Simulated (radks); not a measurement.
Valence configurations of Eu III (all share [Xe]). All-electron calculation, Dirac Kohn-Sham, BLYP, spin-unpolarised, spherical densities, finite nucleus; open shells fill j = l - 1/2 first; Fermi nuclear charge, rms radius 5.1115 fm. Program: a radial shooting solver on a logarithmic mesh with Libxc functionals. Energies are relative to 4f7; eigenvalues in eV.

\begin{tabular}{lrrrrrr}
valence & E (eV) & e(4f5/2) & e(4f7/2) & e(5d3/2) & e(6p1/2) & e(6s1/2) \\ \hline
4f7 & 0.000 & -16.169 & -15.553 & - & - & - \\
4f6.5 5d0.5 & 1.362 & -18.905 & -18.262 & -14.527 & - & - \\
4f5.5 5d1.5 & 7.717 & -25.177 & - & -16.023 & - & - \\
4f5.5 5d0.5 6s1 & 8.803 & -27.912 & - & -17.860 & - & -16.392 \\
4f6 6s1 & 4.425 & -24.547 & - & - & - & -16.049 \\
4f6 5d0.5 6p0.5 & 5.980 & -23.695 & - & -16.548 & -11.855 & - \\
4f5.5 5d0.5 6p1 & 12.957 & -28.881 & - & -18.639 & -12.751 & - \\
4f5 6s2 & 16.895 & -34.478 & - & - & - & -17.811 \\
4f5.5 6s1 6p0.5 & 11.765 & -29.838 & - & - & -12.934 & -17.206 \\
4f5 5d2 & 12.966 & -28.642 & - & -16.770 & - & - \\
\end{tabular}

NIST lists [Xe] 4f7 as the ground configuration; this level of theory agrees among the configurations tried. The energies are those of spherical spin-averaged densities, not of single terms.
